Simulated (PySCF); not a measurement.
Species: TcO3Br (singlet state).
Structure used (PBE0-D3(BJ)/def2-SVP), in Å, numbered top down from 1:
```xyz
5
BrO3Tc angstrom
Tc     0.0660    0.1210    0.0657
O     -0.0103   -0.0461    1.7152
O      1.6486    0.1872   -0.4287
O     -0.7370    1.4946   -0.4060
Br    -0.9673   -1.7567   -0.9461
```

Method: PySCF, TDDFT wB97X-D/def2-SVPD, vertical, gas phase, core orbitals frozen in the response, def2 core potentials past Kr. Spin–orbit coupling is left out.

Transition dipole moments from the ground state, in atomic units and in the frame of the coordinates above (overall signs are arbitrary), for the states with f of 0.002 or more among the lowest 6:

```csv
state,E (hartree),μx,μy,μz
S4,0.1609,-0.225,-0.407,-0.218
S5,0.1634,-0.018,0.082,-0.139
S6,0.1635,0.144,-0.055,-0.051
```

(1) Work out the oscillator strengths.

(2) Label these states by symmetry in C3v.

(3) Which bond between heavy atoms lies closest to the direction of the S4 transition dipole?

(4) How is the summed strength of these states shared among x, y and z?

(5) What peak molar absorption coefficient would the strongest computed level give as a lone Gaussian band 0.5 eV wide at half height?

## Answers

(1) f = (2/3) ΔE |μ|² with ΔE in hartree (27.2114 eV).

| state | \|μ\|² (au) | \|μ\| (D) | f |
| --- | --- | --- | --- |
| S4 | 0.264 | 1.30 | 0.028 |
| S5 | 0.027 | 0.41 | 0.003 |
| S6 | 0.026 | 0.41 | 0.003 |

(2) From a totally symmetric ground state, an allowed state transforms like the component of the dipole operator along its μ. Polarised along the main axis, so A1: S4. Polarised across the main axis, so E: S5 and S6.

(3) Tc1–Br5, at 0° from it; next Tc1–O4, Tc1–O3 and Tc1–O2 at 71°.

(4) (2/3) Σ ΔE μα² gives 0.008 for x, 0.019 for y and 0.007 for z, 0.034 in all.

(5) ε(max) = 2.175×10⁸ f / FWHM, with the width in cm⁻¹. S4: 2.175×10⁸ × 0.0283 / 4033 ≈ 1500 L mol⁻¹ cm⁻¹.

S5/S6 coincide within about 0.01 eV; within a degenerate level the directions of the single components are arbitrary.

All these states lie below the vertical ionisation energy of 11.93 eV (ΔSCF).
